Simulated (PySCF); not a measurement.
AlI₃ (SMILES [I][Al]([I])[I]), singlet, geometry from GFN2-xTB (such geometries of metal compounds can be far from the true shape) (core potentials on I). Base run: DF-PBE/def2-SVP run with PySCF.

Here is a job for PySCF.
```python
from pyscf import gto, scf, dft

mol = gto.M(
    atom='''
Al   -0.00000000   -0.00000000   -0.00000000
I    -2.05711704   -1.44131268   -0.05276184
I     0.00659413    2.22306763   -1.17039456
I     2.05052292   -0.78175495    1.22315640
''',
    basis='def2-svp',
    ecp={'I': 'def2-svp'},
    verbose=4,
)

mf = dft.RKS(mol)
mf.xc = 'pbe'
mf = mf.density_fit(auxbasis='def2-universal-jkfit')
mf.kernel()
```

The base run was repeated with changes; each row names its change, and settings that it needs were set with it.

```csv
change,E (Eh),HOMO (eV),HOMO-LUMO gap (eV),core-seconds (rough)
base,-1135.45940,-6.58,3.55,10
functional = wb97m_v,…,…,…,200
functional = b3lyp,-1135.93332,-7.42,4.94,7
functional = pbe; dispersion = d4,-1135.46698,-6.58,3.55,10
functional = lc_wpbe,-1135.64828,-10.31,9.99,10
functional = tpssh,-1135.37422,-7.17,4.53,10
functional = wb97x_v,…,…,…,200
"functional = pw91,pw91",-1135.90438,-6.62,3.54,10
functional = r2scan,-1135.96022,-6.95,4.11,10
functional = revpbe,-1135.69995,-6.54,3.61,10
functional = b3lyp5,-1135.60014,-7.33,4.94,7
functional = scan,…,…,…,10
functional = o3lyp,…,…,…,8
```

Question: Complete the blanks.

Answer: 
- functional = wb97m_v, E (Eh): -1135.56988
- functional = wb97m_v, HOMO (eV): -9.80
- functional = wb97m_v, HOMO-LUMO gap (eV): 9.19
- functional = wb97x_v, E (Eh): -1135.55530
- functional = wb97x_v, HOMO (eV): -9.94
- functional = wb97x_v, HOMO-LUMO gap (eV): 9.57
- functional = scan, E (Eh): -1135.95873
- functional = scan, HOMO (eV): -6.93
- functional = scan, HOMO-LUMO gap (eV): 4.09
- functional = o3lyp, E (Eh): -1136.49987
- functional = o3lyp, HOMO (eV): -6.99
- functional = o3lyp, HOMO-LUMO gap (eV): 4.49

Absolute energies of different levels of theory aren't comparable as measures of quality.
